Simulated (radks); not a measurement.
Problem. All-electron atom: Rh4+ in [Kr] 4d5. All-electron calculation, Dirac Kohn-Sham, PBE, spin-unpolarised, spherical densities, point nucleus; open shells are shared between the two j in proportion to 2j + 1. Program: a radial shooting solver on a logarithmic mesh with Libxc functionals.

Spin-orbit splittings of the eigenvalues, e(l+1/2) - e(l-1/2), with zeta = 2 splitting/(2l+1) and mean radii in bohr:

| shell | occ. | splitting (eV) | zeta (eV) | <r> j=l-1/2 | <r> j=l+1/2 |
|---|---|---|---|---|---|
| 2p | 6 | 144.6 | 96.41 | 0.1203 | 0.1252 |
| 3p | 6 | 24.90 | 16.60 | 0.3829 | 0.3936 |
| 3d | 10 | 4.913 | 1.965 | 0.3681 | 0.3716 |
| 4p | 6 | 4.113 | 2.742 | 1.034 | 1.061 |
| 4d | 5 | ? | ? | 1.301 | 1.311 |

Estimate the 4d splitting.

Solution. 0.5380 eV (zeta = 0.2152 eV).
